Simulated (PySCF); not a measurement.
Isomers C5H5NO2:

A. SMILES COC(C(=C)C#N)=O
B. `Oc1cc[n+]([O-])cc1`
C. `C=COC(=O)CC#N`

Spectrum 1. ¹³C{¹H} NMR (computed): δ 155.7 (C), 144.6 (CH), 118.0 (CH).

Spectrum 2. ¹³C{¹H} NMR (computed): δ 165.8 (C), 149.1 (CH), 117.6 (C), 105.2 (CH2), 26.3 (CH2).

Spectrum 3. ¹³C{¹H} NMR (computed): δ 169.3 (C), 153.7 (CH2), 122.4 (C), 120.1 (C), 54.9 (CH3).

PySCF calculation with shielding tensors at PBE0/pcSseg-1 (GIAO) and geometry from GFN2-xTB; a single conformation, non-relativistic, one averaged value for each set of equivalent atoms, isolated molecule.

Shifts are taken against calculated references (same method and geometry level): TMS for ¹³C (σref 186.93). Shifts are as computed. Against solution values, carbons near 30 ppm lie about +3 ppm off and those near 130 ppm about +5 ppm (rms about the fit 2.1 ppm; single classes can miss by 10 ppm). Of 1328 compounds with measured shifts, 309 miss one by over three times the rms of a fit or turn the order of signals round; such compounds aren't used in these exercises. Signals without a measured value on file couldn't be tested in this way; 1H shifts scatter by 0.2 ppm about their fit, and single ones miss by 0.5 ppm.

Question: Match each spectrum to its structure.

Answer: 1–B, 2–C, 3–A.

- Spectrum 1 (B): 3 ¹³C signals; δC 155.7 is an aromatic carbon bearing oxygen; δC 144.6 is an aromatic CH next to a ring nitrogen.
- Spectrum 2 (C): 5 ¹³C signals; δC 165.8 is an ester carbonyl carbon; δC 149.1 is an alkene carbon bearing oxygen.
- Spectrum 3 (A): 5 ¹³C signals; δC 169.3 is an ester carbonyl carbon; δC 153.7 is a β carbon of a C=C–C=O unit.
